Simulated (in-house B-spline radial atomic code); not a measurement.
Configurations of Tl III (Tl2+), with energies counted from [Xe] 4f14 5d10 6s1. Method: Dirac-Hartree-Fock, average of configuration, Fermi nucleus of rms radius 5.4759 fm. Calculated with an all-electron radial atomic-structure program (B-spline basis). Energies include first-order Breit, QED and recoil terms.

Occupations are held fixed; configurations that lie above the ionisation limit could autoionise.

```tsv
configuration	E - E(ref) (eV)	highest orbital	its <r> (bohr)
[Xe] 4f14 5d10 7g1	25.611	7g7/2	21.14
[Xe] 4f14 5d10 10d1	25.849	10d5/2	26.23
[Xe] 4f14 5d9 6s1 7f1	35.206	7f5/2	14.98
[Xe] 4f14 5d9 6s1 8f1	36.161	8f5/2	21.29
[Kr] 4d10 4f14 5s2 5p5 5d10 5f1 6s1	101.09	5f5/2	5.438
[Kr] 4d10 4f14 5s2 5p5 5d10 6s1 7f1	105.5	7f5/2	14.9
[Kr] 4d10 4f14 5s2 5p5 5d10 6s1 9d1	106	9d5/2	19.1
[Kr] 4d10 4f14 5s2 5p5 5d10 6s1 9g1	107.56	9g7/2	37.11
[Xe] 4f13 5d10 6s1 7d1	138.22	7d5/2	8.355
[Xe] 4f13 5d10 6s1 8g1	142.99	8g7/2	28.62
[Kr] 4d9 4f14 5s2 5p6 5d10 5g1 6s1	418.53	5g7/2	9.149
[Kr] 4d9 4f14 5s2 5p6 5d10 6s1 10p1	420.59	10p3/2	21.48
[Kr] 4d9 4f14 5s2 5p6 5d10 6s1 9f1	421.44	9f5/2	28.55
[Kr] 4d9 4f14 5s2 5p6 5d10 6s1 10g1	422.21	10g7/2	46.6
```

Problem. Order these further configurations by energy, lowest first.
A. [Xe] 4f14 5d10 9s1
B. [Kr] 4d9 4f14 5s2 5p6 5d10 6s1 9g1
C. [Xe] 4f14 5d10 10p1
D. [Kr] 4d10 4f14 5s2 5p5 5d10 6s1 6g1
E. [Xe] 4f14 5d10 6d1

Solution. E (16.785 eV), A (23.59 eV), C (25.31 eV), D (105.67 eV), B (421.92 eV).

Problem. How far above the reference does [Xe] 4f13 5d10 6s1 10d1 lie?

Solution. 142.62 eV; its least bound orbital is 10d5/2 with <r> = 25.88 bohr.

Problem. How far above the reference does [Xe] 4f13 5d10 6s2 lie?

Solution. 115.49 eV; its least bound orbital is 6s1/2 with <r> = 2.259 bohr.

Problem. How far above the reference does [Kr] 4d10 4f14 5s2 5p5 5d10 6s1 8g1 lie?

Solution. 107.16 eV; its least bound orbital is 8g7/2 with <r> = 28.61 bohr.

Problem. One of these lies 106.6 eV from the reference. Which?
A. [Xe] 4f14 5d10 7p1
B. [Xe] 4f14 5d10 8g1
C. [Kr] 4d10 4f14 5s2 5p5 5d10 6s1 7g1
D. [Xe] 4f13 5d10 6s1 9d1

Solution. C.
